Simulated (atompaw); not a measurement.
**An all-electron radial function and its pseudo partner (strontium (Sr))**

Columns: radius, all-electron u(r) and pseudo u(r) of the 4p shell (level -29.25 eV) of strontium in the configuration [Ar] 3d10 4s2 4p6 4d0 5s1 5p0; LDA (PW92), non-relativistic, PAW (atompaw) scheme, atompaw 4.2.0.5.

| r (bohr) | all-electron | pseudo |
| --- | --- | --- |
| 0.115 | 0.2505 | 0.0206 |
| 0.231 | -0.1942 | 0.0810 |
| 0.346 | -0.4408 | 0.1743 |
| 0.462 | -0.3564 | 0.2929 |
| 0.577 | -0.1052 | 0.4235 |
| 0.692 | 0.1819 | 0.5553 |
| 0.808 | 0.4391 | 0.6780 |
| 0.923 | 0.6361 | 0.7800 |
| 1.038 | 0.7718 | 0.8560 |
| 1.154 | 0.8532 | 0.9028 |
| 1.269 | 0.8889 | 0.9196 |
| 1.385 | 0.8902 | 0.9098 |
| 1.500 | 0.8666 | 0.8786 |
| 1.615 | 0.8261 | 0.8324 |
| 1.731 | 0.7743 | 0.7766 |
| 1.846 | 0.7171 | 0.7174 |
| 1.962 | 0.6568 | 0.6568 |
| 2.077 | 0.5970 | 0.5970 |
| 2.192 | 0.5391 | 0.5391 |
| 2.308 | 0.4834 | 0.4834 |
| 2.423 | 0.4319 | 0.4319 |
| 2.538 | 0.3843 | 0.3843 |
| 2.654 | 0.3403 | 0.3403 |
| 2.769 | 0.3008 | 0.3008 |
| 2.885 | 0.2649 | 0.2649 |
| 3.000 | 0.2330 | 0.2330 |

Problem. How many radial nodes do the two functions have?

Solution. The all-electron 4p function has n − l − 1 = 2; the pseudo-wave has 0, since the states of the same l below it are removed with the core.

Problem. At about which radius was the pseudo-wave matched?

Solution. 1.95 bohr, where the columns begin to agree (steps of 0.12 bohr).

Problem. Where does each function peak?

Solution. Outermost all-electron maximum near 1.39 bohr, pseudo maximum near 1.27 bohr (to the table’s step).

Problem. Is the pseudo-wave norm-conserving?

Solution. No, it belongs to a PAW set: the norm inside the radius is not constrained, and the difference is carried by the augmentation charge.
